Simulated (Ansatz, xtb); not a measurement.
C4H9ClGeO: 6 structures ranked

6 gas-phase structures of C4H9ClGeO, from a drawn sample of its isomers (lower ones may exist). Each was relaxed with GFN2-xTB; where two conformers were screened, the lower at r2SCAN-D4/def2-SVP is listed:

A. `Cl[C@@H]1COC[C@H]1[GeH3]`, a singlet
B. `Cl[C@@H]1COC[C@@H]1[GeH3]`, a singlet
C. `Cl[C@@H]1CCO[C@H]1[GeH3]`, a singlet
D. `Cl[C@@]1([GeH3])CCOC1`, a singlet
E. `Cl[C@@H]1CCO[C@@H]1[GeH3]`, a singlet
F. `Cl[C@@H]1CO[C@@H]([GeH3])C1`, a singlet

Problem. Estimate their order in r2SCAN-D4/def2-SVP energy at these geometries, lowest first.

Solution. Calculated order at r2SCAN-D4/def2-SVP: D (0.000), A (0.022), C (0.044), F (0.075), B (0.076), E (0.158) eV. Less than 1 kcal/mol parts D and A; A and C; C and F; F and B, so the order within those pairs means little.

Energies above the lowest of each column, in eV; the last columns are at PBE0-D3(BJ)/def2-SVP geometries and were run for some of them only (a dash: not run or not comparable):

```csv
structure,GFN2-xTB,HF/STO-3G,r2SCAN-D4/def2-SVP,PBE0-D3(BJ)/def2-SVP,CCSD(T)/def2-SVP + ΔMP2/def2-TZVPP
D,0.140,0.073,0.000,0.033,0.019
A,0.236,0.029,0.022,0.050,0.026
C,0.135,0.070,0.044,0.079,0.080
F,0.176,0.000,0.075,0.085,0.080
B,0.083,0.090,0.076,0.000,0.000
E,0.000,0.103,0.158,–,–
```

CCSD(T)/def2-SVP + ΔMP2/def2-TZVPP puts B lowest of those it was run on, with A and D within 1 kcal/mol; GFN2-xTB picks E, HF/STO-3G picks F. CCSD(T)/def2-SVP + ΔMP2/def2-TZVPP orders those it was run on as B (0.000), D (0.019), A (0.026), C (0.080), F (0.080) eV. Less than 1 kcal/mol parts B and D; D and A; C and F, so the order within those pairs means little. Some further structures that were screened fall inside this span and aren't listed. Flexible structures stand in one conformer each, not always the lowest. Frequencies (GFN2-xTB) were run for A, B, C, D, F alone. ΔMP2 is the change of the MP2 energy from the smaller to the larger basis.

Over these structures GFN2-xTB departs from r2SCAN-D4/def2-SVP by 0.094 eV on average once a common shift is removed. A GFN2-xTB relaxation took about 0.21 s and the r2SCAN-D4/def2-SVP energy about 6 s on a shared host (Ansatz 0.2.0, xtb 6.7.1).
